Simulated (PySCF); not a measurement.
**SbO₂I, singlet: data card**

Level of theory: PySCF, PBE0, basis Sb def2-TZVP with ECP28, O def2-TZVP, I def2-TZVP with ECP28 (scalar-relativistic core potentials, no spin–orbit coupling, density fitting).

The structure is a minimum.

```xyz
4
charge 0 multiplicity 1, angstrom
Sb    0.0000    0.0000   -1.1275
O     1.6478    0.0000   -1.8358
O    -1.6478    0.0000   -1.8358
I     0.0000    0.0000    1.5376
```

```
Point group                                                                   : C2v
Bond lengths                                                                  : Sb–I 2.665 Å, Sb–O 1.794 Å (×2)
Bond angles                                                                   : I–Sb–O 113.3° (×2), O–Sb–O 133.5°
Atomisation energy without zero-point energy                                  : 861 kJ/mol
Rotational constants                                                          : 0.1941, 0.03002, 0.026 cm⁻¹
Heat capacity Cp at 298.15 K                                                  : 69.1 J/(mol K)
Enthalpy at 298.15 K above 0 K                                                : 16.63 kJ/mol
Principal polarisabilities                                                    : 47.1, 70.3, 106.5 bohr³
Dipole moment                                                                 : 2.96 D
Zero-point energy                                                             : 14.6 kJ/mol
Lowest empty level                                                            : -4.04 eV
Principal quadrupole moments (Buckingham, traceless) about the centre of mass : -11.28, 1.20, 10.08 D Å
Rotational symmetry number                                                    : 2
Entropy at 298.15 K and 1 bar                                                 : 336.5 J/(mol K)
Highest occupied level                                                        : -8.77 eV
```

Harmonic modes (masses in u: Sb 120.904, O 15.995, I 126.904):
```csv
symmetry,ω (cm⁻¹),IR (km/mol),μ (u),type
b2,127,3.6,20.03,bend
b1,144,28.5,21.79,bend
a1,180,6.3,26.35,mixed
a1,234,89.3,35.02,bend
a1,848,52.0,16.56,stretch
b2,904,61.3,19.02,stretch
```

In C2v the vibrations span 2b2 + b1 + 3a1. Here b1 is antisymmetric to the molecular plane and b2 lies in it.

Charges (e):
```tsv
atom	Mulliken	Löwdin	polar tensor	Mayer order to Sb1
Sb1	1.19	0.69	1.56	–
O2,3	-0.56	-0.41	-0.64	1.74
I4	-0.07	0.13	-0.29	1.03
```

Mulliken populations on Sb1 (electrons outside its core potential): s 3.33, p 7.87, d 10.48, f 0.12.

Outer orbital energies (eV). occupied: -11.42, -11.07, -10.67, -9.21, -9.10, -9.04, -8.98, -8.77; empty: -4.04, -3.27, -0.26, 0.64.

Counting electrons, antimony keeps none of its valence electrons outside its bonds, so the VSEPR class is AX3 and the expected shape is trigonal planar; with unlike ligands the computed point group is C2v.

Only a few start shapes were tried, so a lower isomer may exist.

The final relaxation and frequency run took about 10 core-minutes on a shared host.
